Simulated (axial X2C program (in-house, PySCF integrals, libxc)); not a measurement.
Spin–orbit effects down a group: molecules with H (ions), PBE0

Calculated with an in-house all-electron X2C program for linear molecules (integrals from PySCF), spin-free (one-electron X2C) or two-component (2c: spin–orbit coupling with atomic mean-field Coulomb and Gaunt terms, which also bring small scalar terms), in Dyall basis sets with cores contracted in-house; open shells are unrestricted.

Basis sets: Ba dyall-av3z, Be dyall-av3z, H dyall-av3z, Mg dyall-av3z.

```json
{"molecule": "BeH⁻", "spin-free state": "M_S = 0, Λ = 0", "Re (Å)": "1.421", "ωe (cm⁻¹)": "1633.8", "De (eV)": "2.20", "2c state": "Ω = 0", "Re 2c (Å)": "1.422", "ωe 2c (cm⁻¹)": "1633.7", "De 2c (eV)": "2.20"}
{"molecule": "MgH⁻", "spin-free state": "M_S = 0, Λ = 0", "Re (Å)": "1.871", "ωe (cm⁻¹)": "1101.1", "De (eV)": "1.54", "2c state": "Ω = 0", "Re 2c (Å)": "1.871", "ωe 2c (cm⁻¹)": "1101.0", "De 2c (eV)": "1.54"}
{"molecule": "BaH⁻", "spin-free state": "M_S = 0, Λ = 0", "Re (Å)": "2.319", "ωe (cm⁻¹)": "1011.9", "De (eV)": "2.26", "2c state": "Ω = 0", "Re 2c (Å)": "2.317", "ωe 2c (cm⁻¹)": "1012.5", "De 2c (eV)": "2.27"}
```

Work out the shifts from the spin-free to the two-component result.



```csv
molecule,2c state,ΔRe (Å),Δωe (cm⁻¹),ΔDe (eV)
BeH⁻,Ω = 0,0.001,-0.1,0.00
MgH⁻,Ω = 0,0.000,-0.1,0.00
BaH⁻,Ω = 0,-0.002,0.6,0.01
```

Shifts of one unit in the last digit are rounding.

Fragments in 2c: Be + H-, Mg + H-, Ba + H-. Each entry is the lowest single determinant of a limited PBE0 search at one distance. De goes to single-determinant-based atoms at the same level (for ions the charge split of lowest energy) and is withheld (n/a) where an atom does not fit its ground term or J level. Main or longest-lived isotopes. One determinant is a doubtful description, or other states lie close, for BeH⁻, BaH⁻; these need not be ground states, and all values refer to the states named.
